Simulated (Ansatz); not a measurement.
Computed with Ansatz on PBE0-D4/def2-TZVP structures; ΔE is electronic, products minus reactants. CCSD(T)/CBS is the MP2 limit (def2-TZVPP, def2-QZVPP) plus CCSD(T) − MP2 in def2-TZVPP, frozen cores. This one scheme is used for every species. Functionals use def2-TZVPP. B3LYP here is the variant with VWN-RPA as its local correlation; programs differ in this. Each species was taken in one conformer, which may not be the lowest.

Consider the cleavage of the Si–B bond: `NB[SiH2]O` + `O[SiH]1C=C1` → `O[SiH2]O[SiH]1C=C1` + `BN`.

| level | ΔE (kJ/mol) | difference from CCSD(T)/CBS |
| --- | --- | --- |
| PBE-D4 | -127.3 | 23.8 |
| r2SCAN-D4 | -146.7 | 4.4 |
| B3LYP-D4 | -151.7 | -0.6 |
| ωB97X-V | -147.3 | 3.8 |
| ωB97M-V | -151.7 | -0.6 |
| B2PLYP | -154.0 | -2.9 |
| PBE | -125.7 | 25.4 |
| r2SCAN | -146.0 | 5.1 |
| PBE0 | -135.0 | 16.1 |
| SCS-MP2/def2-TZVPP | -159.2 | -8.1 |
| CCSD/def2-TZVPP | -153.6 | -2.5 |
| CCSD(T)/def2-TZVPP | -150.5 | 0.6 |
| MP2/def2-QZVPP | -158.4 | -7.3 |
| SCS-MP2/def2-QZVPP | -160.3 | -9.2 |
| MP2/CBS(def2) | -157.8 | -6.7 |
| CCSD/CBS(def2) | -154.2 | -3.1 |
| CCSD(T)/CBS | -151.1 | 0 |

Largest T1 diagnostic among the species: 0.013.

In def2-TZVPP, CCSD(T) changes the Hartree–Fock value by +23.8 kJ/mol (the triples alone add +3.1 kJ/mol) and MP2 by +17.1 kJ/mol. From PBE to PBE0 (25 % exact exchange), in def2-TZVPP and without D4, ΔE moves by −9.3 kJ/mol.
